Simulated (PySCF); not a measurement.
Molecule: SMILES C1(SC#N)=CC=CO1, C₅H₃NOS.

Atom-mapped SMILES (the numbers label the heavy atoms): `[N:1]#[C:2][S:3][c:4]1[cH:5][cH:6][cH:7][o:8]1`. Each H is labelled by its parent atom.

Geometry PBE0-D3(BJ)/def2-SVP throughout; GIAO in PySCF 2.14.0 with density-fitted response routines, gas phase, one conformer, non-relativistic; equivalent atoms averaged; functional PBE0.

(1) How do the shifts δ (against TMS, CS2, H2O at the same level) depend on the basis set? (a selection of nuclei; ppm; last column core-seconds on 1 thread of an Arm Neoverse V1, shared host)

(2) Which nucleus among those listed moves most, in ppm?

(3) Taking the largest basis, IGLO-III (319 functions), as the yardstick, rank the others by their worst heavy-atom deviation.

## Answers

(1) 
| basis set | functions | C7 | C4 | C5 | C6 | S3 | O8 | H(C7) | H(C5) | H(C6) | core-s |
| --- | --- | --- | --- | --- | --- | --- | --- | --- | --- | --- | --- |
| STO-3G | 47 | 121.6 | 118.3 | 105.7 | 101.7 | -94.2 | 188.1 | 7.00 | 6.26 | 6.06 | 4.3 |
| pcSseg-0 | 82 | 162.7 | 147.8 | 134.8 | 124.5 | -54.3 | 336.9 | 7.67 | 6.95 | 6.63 | 7.4 |
| 6-31G | 82 | 143.0 | 134.6 | 119.6 | 111.2 | -66.1 | 289.6 | 7.77 | 7.03 | 6.69 | 9 |
| 6-31G* | 122 | 139.7 | 125.8 | 118.6 | 107.9 | -27.1 | 279.8 | 7.46 | 6.77 | 6.35 | 16 |
| cc-pVDZ | 131 | 144.8 | 133.3 | 122.6 | 112.6 | -27.4 | 305.9 | 7.49 | 6.88 | 6.51 | 15 |
| def2-SVP | 131 | 143.9 | 131.5 | 121.6 | 111.2 | -24.3 | 304.3 | 7.27 | 6.83 | 6.44 | 14 |
| pcSseg-1 | 158 | 153.0 | 137.2 | 129.5 | 118.4 | -22.7 | 326.0 | 7.64 | 7.09 | 6.71 | 16 |
| aug-cc-pVDZ | 215 | 144.6 | 132.2 | 121.3 | 111.5 | -24.1 | 297.9 | 7.91 | 7.05 | 6.71 | 33 |
| 6-311+G(2d,p) | 242 | 150.9 | 136.6 | 127.3 | 116.3 | -3.7 | 312.8 | 7.76 | 7.08 | 6.67 | 35 |
| def2-TZVP | 272 | 152.6 | 137.8 | 129.2 | 117.8 | -0.8 | 321.7 | 7.74 | 7.08 | 6.70 | 47 |
| cc-pVTZ | 286 | 151.2 | 137.0 | 127.9 | 117.0 | -17.1 | 320.4 | 7.70 | 7.05 | 6.68 | 51 |
| IGLO-III | 319 | 156.0 | 141.2 | 131.8 | 120.5 | 5.8 | 321.2 | 7.79 | 7.08 | 6.67 | 58 |

(2) O8 (aromatic ring oxygen): from 188.1 ppm with STO-3G to 336.9 ppm with pcSseg-0. The smallest spread is 0.66 ppm, at H(C6). Proton shifts span only some 12 ppm, so a few tenths of a ppm matter as much there as several ppm in carbon.

(3) def2-TZVP 6.6 ppm (272 functions), 6-311+G(2d,p) 9.5 ppm (242 functions), cc-pVTZ 22.9 ppm (286 functions), pcSseg-1 28.4 ppm (158 functions), aug-cc-pVDZ 29.9 ppm (215 functions), def2-SVP 30.0 ppm (131 functions), cc-pVDZ 33.2 ppm (131 functions), 6-31G* 41.4 ppm (122 functions), pcSseg-0 60.0 ppm (82 functions), 6-31G 71.8 ppm (82 functions), STO-3G 133.0 ppm (47 functions).

A small basis that lands close on one nucleus may do so by chance; judge by the trend and by all nuclei.
